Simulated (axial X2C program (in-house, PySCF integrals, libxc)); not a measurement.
**Worked dissociation energy of AuC⁺: PBE0, scalar-relativistic**

Computed with an in-house relativistic program for diatomic molecules. Spin-free means the one-electron spin-free X2C Hamiltonian. Basis: Au dyall-cv3z [13s14p9d6f4g], C dyall-v3z [7s6p2d1f] (cores contracted in-house); Gaussian nuclei, density fitting, unrestricted open shells. Masses: Au 196.967 u, C 12.000 u.

Molecular state: M_S = 0, Λ = 0 (closed shell).

```
E(Au+) (2M_S = 0, M_L = 0) : -19014.224652 hartree
E(C) (2M_S = 2, M_L = 0)   : -37.822650 hartree
E(AuC⁺) at Re              : -19052.166340 hartree
ωe                         : 818.1 cm⁻¹
ωexe                       : 4.73 cm⁻¹
```

Task: Work out De and D0.

Result: De = -19014.224652 + (-37.822650) − (-19052.166340) = 0.11904 hartree = 3.239 eV. The zero-point energy is ωe/2 − ωexe/4 = 408 cm⁻¹ = 0.051 eV, so D0 = 3.189 eV.

The state is one determinant whose occupation by symmetry is held fixed; it was picked as the lowest of a PBE0 search that is not exhaustive. The closed shell is kept restricted, so the energy runs too high when the bond is stretched far. De is counted from the lowest determinant-based energies of the atoms at the same level, without counterpoise correction.

Each atomic determinant is the lowest at this level and need not be a pure term. Totals compare only within one Hamiltonian and basis.
